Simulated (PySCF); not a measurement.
**Dipole moment and polarisability of `Cc1cnsc1N`**

Compound: C4H6N2S.
Structure used (GFN2-xTB), in Å, numbered top down from 1:
```
atom  x, y, z in Å
C1    -0.6877   -1.4328   -0.1029
C2    -0.4432    0.0359    0.0222
C3    -1.4245    1.0227    0.2295
N4    -1.0227    2.2627    0.3070
S5     0.6053    2.3508    0.1363
C6     0.7958    0.6380   -0.0555
N7     2.0064    0.0502   -0.3191
H8    -0.3760   -1.7929   -1.0834
H9    -1.7452   -1.6451    0.0262
H10   -0.1306   -1.9854    0.6553
H11   -2.4789    0.8244    0.3259
H12    2.8211    0.5965   -0.0903
H13    2.0760   -0.9245   -0.0689
```

Level: B3LYP/def2-SVPD (PySCF), static field, nuclei fixed, core orbitals frozen in the response. The polarisability tensor in these axes (au):

```
x   92.15  2.13 -4.07
y    2.13 94.17  3.86
z   -4.07  3.86 53.72
```

Question: What are the eigenvalues, a third of the trace, and Δα (Δα² = ½Σ(αi − αj)² over the three pairs)?

Answer: Principal values 52.89, 91.60 and 95.56 au; mean 80.01 au = 11.86 Å³ = 13.19 × 10⁻⁴⁰ C²·m²/J; Δα = 40.83 au (51 % of the mean).

Question: What is the dipole moment, and where does it point?

Answer: (2.28, -3.24, 0.23) D, 3.97 D in size, pointing from the negative to the positive side. Measured along this direction, the outermost atoms are N4 at the negative end and H13 at the positive end.

Question: Find the Langevin capture rate constant for H3+ (3.023 u) meeting this molecule (114.025 u), k = 2.342 × 10⁻⁹ cm³/s × √(α in Å³ / reduced mass in u).

Answer: The reduced mass is 2.95 u, so k = 4.70 × 10⁻⁹ cm³/s. The formula leaves out the permanent dipole, which adds to the capture rate.

Question: Along which axes do the principal values lie, and how far do the nuclei extend along each?

Answer: Largest value along (0.50, 0.86, 0.03), where the nuclei span 4.64 Å; middle along (0.86, -0.50, -0.14), 4.83 Å; least along (0.11, -0.10, 0.99), 1.77 Å. The strongest response doesn't lie along the longest of the three spans.

Question: Molar refractivity from α?

Answer: Lorentz–Lorenz: R = (4π/3)N_A α = 2.5225 cm³/(mol·Å³) × 11.86 Å³ = 29.9 cm³/mol, in the limit of long wavelengths.

Question: What would n − 1 = 2πNα be for an ideal gas of these molecules at 500 K and 1 atm, electronic part alone?

Answer: N = p/kT = 1.4678 × 10¹⁹ cm⁻³, so n − 1 = 2π × N × 11.86 × 10⁻²⁴ cm³ = 1093 × 10⁻⁶ at long wavelengths.

Geometry: GFN2-xTB; no solvent, vibrations or thermal averaging.
